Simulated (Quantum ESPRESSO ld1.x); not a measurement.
Results of a calculation; reference values are marked as such.
O II, 7 electrons, occupied as [He] 2s2 2p3 (the NIST ground configuration). Code: ld1.x of Quantum ESPRESSO 7.5. Model: Dirac Kohn-Sham, PW91, spin-unpolarised, spherical densities, point nucleus; open shells fill j = l - 1/2 first.

Unscreened Slater integrals over Kohn-Sham orbitals (eV). Large and small components are both included.

| integral | value |
|---|---|
| F0(2p3/2,2p3/2) | 22.677 |
| F2(2p3/2,2p3/2) | 10.253 |
| F0(2p3/2,2p1/2) | 22.692 |
| G2(2p3/2,2p1/2) | 10.256 |
| F0(2p3/2,2s1/2) | 22.660 |
| G1(2p3/2,2s1/2) | 13.787 |
| F0(2p3/2,1s1/2) | 32.508 |
| G1(2p3/2,1s1/2) | 3.5917 |
| F0(2p1/2,2p1/2) | 22.707 |
| F0(2p1/2,2s1/2) | 22.674 |
| G1(2p1/2,2s1/2) | 13.791 |
| F0(2p1/2,1s1/2) | 32.556 |
| G1(2p1/2,1s1/2) | 3.6015 |
| F0(2s1/2,2s1/2) | 22.811 |
| F0(2s1/2,1s1/2) | 32.353 |
| G0(2s1/2,1s1/2) | 2.4158 |
| F0(1s1/2,1s1/2) | 128.61 |
